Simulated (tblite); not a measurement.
GeH7NSSi.
Atom-mapped SMILES: `[NH2:1][GeH2:2][S:3][SiH3:4]` (hydrogens: H5, H6 on N1; H7, H8 on Ge2; H9, H10, H11 on Si4)

Geometry (GFN2-xTB, Å), atoms numbered from 1 in this order:
```xyz
11
GeH7NSSi angstrom
N     -1.5275    0.7332   -0.6939
Ge    -1.1335   -0.5831    0.5000
S      0.7694   -0.0605    1.4700
Si     2.0444    0.0462   -0.2584
H     -1.5116    1.6785   -0.3348
H     -2.3783    0.6120   -1.2244
H     -2.1392   -0.7878    1.6183
H     -1.0494   -1.8385   -0.3356
H      1.9485   -1.2159   -0.9862
H      3.3491    0.2481    0.3507
H      1.6335    1.1703   -1.0919
```

All values are computed: GFN2-xTB (tblite) harmonic vibrations without scaling, gas phase. Against measured fundamentals such values can be off by several per cent, at times by over 20. Modes of hydrogen on germanium and silicon can be 10 to 20 % off. One conformer, not necessarily the lowest.

Harmonic wavenumbers (cm⁻¹): 50.6, 92.8, 106.8, 161.8, 210.8, 382.8, 435.9, 495.2, 531.5, 534.1, 571.1, 597.8, 660.5, 661.4, 743.1, 766.7, 767.4, 796.1, 821.9, 1490.2, 1839.7, 1917.8, 2279.3, 2298.7, 2347.5, 3416.1, 3447.8.

A = 4678, B = 1582, C = 1337 MHz; mass 154.928 u (most abundant isotopes); point group C1, symmetry number 1.

Question: Zero-point energy?

Answer: ½Σν̃ = 14213 cm⁻¹ = 170.02 kJ/mol.

Question: Give the ideal-gas entropy at 273.15 K and 1 bar in the rigid-rotor, harmonic-oscillator model (classical rotation).

Answer: Translation 169.93, rotation 115.54, vibration 87.05: S = 372.5 J/(mol K).

Question: And Cp and H(273.15 K) − H(0)?

Answer: Cp = 125.23 J/(mol K), of which vibrations give 91.97 (their classical limit is 27 R = 224.5); H(273.15 K) − H(0) = 21.75 kJ/mol without the zero-point energy, 12.66 from vibrations.

Question: What must be added to the electronic energy to get the Gibbs energy at 273.15 K and 1 bar?

Answer: ZPE + [H(273.15 K) − H(0)] − T·S = 170.02 + 21.75 − 101.75 = 90.02 kJ/mol.

Question: Which modes carry the vibrational entropy at 273.15 K?

Answer: 50.6 cm⁻¹: 19.33; 92.8 cm⁻¹: 14.35; 106.8 cm⁻¹: 13.21; 161.8 cm⁻¹: 9.89; 210.8 cm⁻¹: 7.86; 382.8 cm⁻¹: 3.76 J/(mol K); the other 21 give 18.65 together.

Hindered rotation and anharmonicity are outside this model. Other conformers, if any are populated, would add a mixing term that is left out. The structure is chiral; the term R ln 2 for an equal mix with its mirror image is left out.
